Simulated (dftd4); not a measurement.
Cl$_{2}$, triplet, at a GFN2-xTB geometry (a higher spin typed on purpose: for a closed-shell molecule this is an excited state); dftd4 4.2.0 with D4 for tpss.

Input for dftd4:
```
$ dftd4 mol.xyz --func tpss --charge 0 --json dftd4.json --noedisp --grad

# file mol.xyz
2

Cl    -0.00000000    -0.00000000    -1.22009331
Cl     0.00000000     0.00000000     1.22009331
```

It wrote (shortened):

```
                    ____  _____ _____     ____  _  _
      -------------|  _ \|  ___|_   _|---|  _ \| || |------------
     |             | | | | |_    | | ___ | | | | || |_           |
     |             | |_| |  _|   | ||___|| |_| |__   _|          |
     |             |____/|_|     |_|     |____/   |_|            |
     |             ===================================           |
     |            E. Caldeweyher, S. Ehlert & S. Grimme          |
     |          Mulliken Center for Theoretical Chemistry        |
     |                    University of Bonn                     |
      -----------------------------------------------------------

Rational (Becke-Johnson) damping: tpss-D4-ATM
---------------------
  s6         1.0000
  s8         1.7660
  s9         1.0000
  a1         0.4282
  a2         4.5426
 alp        16.0000
--------------------

Dispersion energy:      -1.4575959231729E-03 Eh

Gradient norm:           1.3414326360217E-04 Eh/a0
--------------------------------------------------
     #    Z           dE/dx      dE/dy      dE/dz
--------------------------------------------------
     1   17 Cl    0.000E+00  0.000E+00 -9.485E-05
     2   17 Cl    0.000E+00  0.000E+00  9.485E-05
--------------------------------------------------

Virial:
--------------------------------------------------
      component           x          y          z
--------------------------------------------------
          x       0.000E+00  0.000E+00  0.000E+00
          y       0.000E+00  0.000E+00  0.000E+00
          z       0.000E+00  0.000E+00  4.374E-04
--------------------------------------------------

[Info] Dispersion results written to 'dftd4.txt'
[Info] JSON dump of results written to 'dftd4.json'
```
